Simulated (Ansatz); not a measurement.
Nudged elastic band run: CH3FMgS

The input (input.yaml):

```yaml
crystal:
  periodic: [false, false, false]
  atoms:
    - { symbol: C, position_ang: [-0.522394, 1.068981, -0.199476] }
    - { symbol: S, position_ang: [0.438101, 0.365984, 1.217742] }
    - { symbol: Mg, position_ang: [0.933088, -1.764212, 0.479109] }
    - { symbol: F, position_ang: [1.327794, -3.405365, -0.065205] }
    - { symbol: H, position_ang: [-1.46742, 0.520064, -0.378772] }
    - { symbol: H, position_ang: [-0.779147, 2.108969, 0.081217] }
    - { symbol: H, position_ang: [0.069988, 1.10557, -1.134615] }
basis:
  gaussian: { orbitals: def2-SVP }
hamiltonian:
  xc: pbe
  dispersion: d4
neb:
  order_check: false
  images: 5
  f_tol: 0.05
  max_iterations: 60
  final_atoms:
    - { symbol: C, position_ang: [-0.30629893, 0.27185168, -0.36052043] }
    - { symbol: S, position_ang: [0.0953493, 1.17949131, 1.1703453] }
    - { symbol: Mg, position_ang: [0.59566281, -1.60297111, -0.06498878] }
    - { symbol: F, position_ang: [1.34371567, -3.20562251, 0.10396242] }
    - { symbol: H, position_ang: [-1.403318, 0.17908338, -0.50753842] }
    - { symbol: H, position_ang: [-0.45313785, 2.40881579, 0.91258583] }
    - { symbol: H, position_ang: [0.128037, 0.76934246, -1.25384592] }
  initial_path:
    images:
      - { positions_ang: [[-0.522394, 1.068981, -0.199476], [0.438101, 0.365984, 1.217742], [0.933088, -1.764212, 0.479109], [1.327794, -3.405365, -0.065205], [-1.46742, 0.520064, -0.378772], [-0.779147, 2.108969, 0.081217], [0.069988, 1.10557, -1.134615]] }
      - { positions_ang: [[-0.51418174, 0.94907238, -0.28672374], [0.37586061, 0.44784325, 1.20870546], [0.94949093, -1.69793918, 0.65130359], [1.16689887, -3.01987774, -0.23756062], [-1.45455161, 0.39501829, -0.41232536], [-0.63567953, 2.07907129, 0.23659886], [0.11217246, 0.84680272, -1.15999819]] }
      - { positions_ang: [[-0.50596947, 0.82916376, -0.37397148], [0.31362022, 0.52970249, 1.19966892], [0.96589386, -1.63166637, 0.82349818], [1.00600374, -2.63439049, -0.40991625], [-1.44168322, 0.26997258, -0.44587872], [-0.49221206, 2.04917358, 0.39198072], [0.15435693, 0.58803544, -1.18538137]] }
      - { positions_ang: [[-0.49775721, 0.70925514, -0.46121921], [0.25137983, 0.61156174, 1.19063238], [0.9822968, -1.56539355, 0.99569276], [0.8451086, -2.24890323, -0.58227187], [-1.42881482, 0.14492687, -0.47943207], [-0.34874459, 2.01927587, 0.54736257], [0.19654139, 0.32926816, -1.21076456]] }
      - { positions_ang: [[-0.43393778, 0.56345399, -0.42765295], [0.19936966, 0.80087159, 1.18387002], [0.8534188, -1.5779194, 0.64213225], [1.01131096, -2.56780966, -0.35352711], [-1.42031588, 0.15631237, -0.48880086], [-0.38354234, 2.14912251, 0.66910366], [0.17370659, 0.4759596, -1.22512501]] }
      - { positions_ang: [[-0.37011836, 0.41765283, -0.39408669], [0.14735948, 0.99018145, 1.17710766], [0.7245408, -1.59044526, 0.28857174], [1.17751331, -2.88671608, -0.12478234], [-1.41181694, 0.16769788, -0.49816964], [-0.4183401, 2.27896915, 0.79084474], [0.15087179, 0.62265103, -1.23948547]] }
      - { positions_ang: [[-0.30629893, 0.27185168, -0.36052043], [0.0953493, 1.17949131, 1.1703453], [0.59566281, -1.60297111, -0.06498878], [1.34371567, -3.20562251, 0.10396242], [-1.403318, 0.17908338, -0.50753842], [-0.45313785, 2.40881579, 0.91258583], [0.128037, 0.76934246, -1.25384592]] }
```

Run as:

```bash
$ ansatz run input.yaml --threads 1 --pin off --max-ram 2048MiB --backend cpu --events-out ev --progress --plain --runs-dir out
```

Output, in part (warnings, iteration lines, the closing report on the highest movable image, with atoms numbered from 0):

```
NEB end point (image 0): max|allowed force component| = 1.617e-2 eV/Å (the criterion of neb.relax_end_points is 1.000e-2)
NEB end point (image 6): max|allowed force component| = 1.539e-2 eV/Å (the criterion of neb.relax_end_points is 1.000e-2)
NEB iter   1: max|band force component| = 1.677e1 eV/Å  barrier→ = 7.7413 eV  barrier← = 6.5135 eV  Δτ_max = 0.2000 Å  (259 SCF iters)
NEB iter   2: max|band force component| = 8.450e0 eV/Å  barrier→ = 5.0822 eV  barrier← = 3.8544 eV  Δτ_max = 0.2000 Å  (174 SCF iters)
NEB iter   3: max|band force component| = 4.810e0 eV/Å  barrier→ = 3.6482 eV  barrier← = 2.4204 eV  Δτ_max = 0.2000 Å  (157 SCF iters)
NEB iter   4: max|band force component| = 5.681e0 eV/Å  barrier→ = 2.5688 eV  barrier← = 1.3410 eV  Δτ_max = 0.1011 Å  (146 SCF iters)
NEB iter   5: max|band force component| = 1.463e0 eV/Å  barrier→ = 2.2244 eV  barrier← = 0.9966 eV  Δτ_max = 0.1904 Å  (140 SCF iters)
NEB iter   6: max|band force component| = 1.286e0 eV/Å  barrier→ = 2.3297 eV  barrier← = 1.1019 eV  Δτ_max = 0.1964 Å  (137 SCF iters)
NEB iter   7: max|band force component| = 1.807e0 eV/Å  barrier→ = 2.6868 eV  barrier← = 1.4590 eV  Δτ_max = 0.1949 Å  (147 SCF iters)
NEB iter   8: max|band force component| = 2.160e0 eV/Å  barrier→ = 2.7664 eV  barrier← = 1.5386 eV  Δτ_max = 0.1964 Å  (154 SCF iters)
NEB iter   9: max|band force component| = 2.855e0 eV/Å  barrier→ = 2.2414 eV  barrier← = 1.0136 eV  Δτ_max = 0.1002 Å  (145 SCF iters)
NEB iter  10: max|band force component| = 1.100e0 eV/Å  barrier→ = 2.3508 eV  barrier← = 1.1230 eV  Δτ_max = 0.1932 Å  (141 SCF iters)
NEB iter  11: max|band force component| = 1.723e0 eV/Å  barrier→ = 2.6611 eV  barrier← = 1.4333 eV  Δτ_max = 0.0994 Å  (145 SCF iters)
NEB iter  12: max|band force component| = 1.139e0 eV/Å  barrier→ = 2.5585 eV  barrier← = 1.3307 eV  Δτ_max = 0.0979 Å  (139 SCF iters)
NEB iter  13: max|band force component| = 4.129e-1 eV/Å  barrier→ = 2.4882 eV  barrier← = 1.2604 eV  CI = image 3  Δτ_max = 0.0747 Å  (136 SCF iters)
NEB iter  14: max|band force component| = 1.426e-1 eV/Å  barrier→ = 2.4742 eV  barrier← = 1.2464 eV  CI = image 3  Δτ_max = 0.0190 Å  (141 SCF iters)
NEB iter  15: max|band force component| = 1.051e-1 eV/Å  barrier→ = 2.4708 eV  barrier← = 1.2430 eV  CI = image 3  Δτ_max = 0.0494 Å  (139 SCF iters)
NEB iter  16: max|band force component| = 7.983e-2 eV/Å  barrier→ = 2.4690 eV  barrier← = 1.2412 eV  CI = image 3  Δτ_max = 0.0171 Å  (139 SCF iters)
NEB iter  17: max|band force component| = 3.449e-2 eV/Å  barrier→ = 2.4682 eV  barrier← = 1.2404 eV  CI = image 3  Δτ_max = 0.0000 Å  (270 SCF iters)
Total energy: -20062.57744593 eV, -737.2861222344 hartree
Atom 0 at    -0.502297     0.395417    -0.434016 Å, force     0.028970    -0.001430    -0.036925 eV/Å
Atom 1 at     0.335097     0.720163     1.473243 Å, force     0.011114     0.008696     0.021115 eV/Å
Atom 2 at     0.627994    -1.308091     0.094441 Å, force    -0.012204    -0.009983    -0.005633 eV/Å
Atom 3 at     1.335970    -2.936940     0.031075 Å, force     0.009192    -0.014296     0.002615 eV/Å
Atom 4 at    -1.597845     0.516409    -0.361193 Å, force    -0.008382     0.006506     0.006236 eV/Å
Atom 5 at    -0.162536     1.546598     0.384453 Å, force    -0.017306     0.018173     0.018431 eV/Å
Atom 6 at    -0.036373     1.066436    -1.188003 Å, force    -0.011384    -0.007667    -0.005840 eV/Å
Dipole moment:    -0.321786     0.596807    -0.251058 e Å
```

The forces met the threshold. A vibrational analysis at the climbing image gives one clearly imaginary mode, 801i cm⁻¹: a first-order saddle point. The orbitals stay closed-shell, which can raise the energy where a bond breaks towards radicals; this wasn't checked here.

Final band (atoms are numbered from 1 in the order of the input):

| image | path coordinate (Å) | energy (kcal/mol) | C1–H6 (Å) | C1–Mg3 (Å) | S2–H6 (Å) |
| --- | --- | --- | --- | --- | --- |
| 0 | 0.00 | 0.0 | 1.11 | 3.26 | 2.41 |
| 1 | 0.61 | 3.5 | 1.09 | 2.85 | 2.33 |
| 2 | 1.22 | 30.6 | 1.10 | 2.42 | 1.96 |
| 3 | 1.82 | 56.9 | 1.45 | 2.11 | 1.45 |
| 4 | 2.46 | 42.1 | 2.07 | 2.05 | 1.34 |
| 5 | 3.09 | 28.7 | 2.50 | 2.09 | 1.37 |
| 6 | 3.73 | 28.3 | 2.49 | 2.10 | 1.37 |

The run took 97 s on 1 thread of AMD EPYC 9R45 96-Core Processor (Zen 5), on a shared host, peak memory 0.16 GiB.
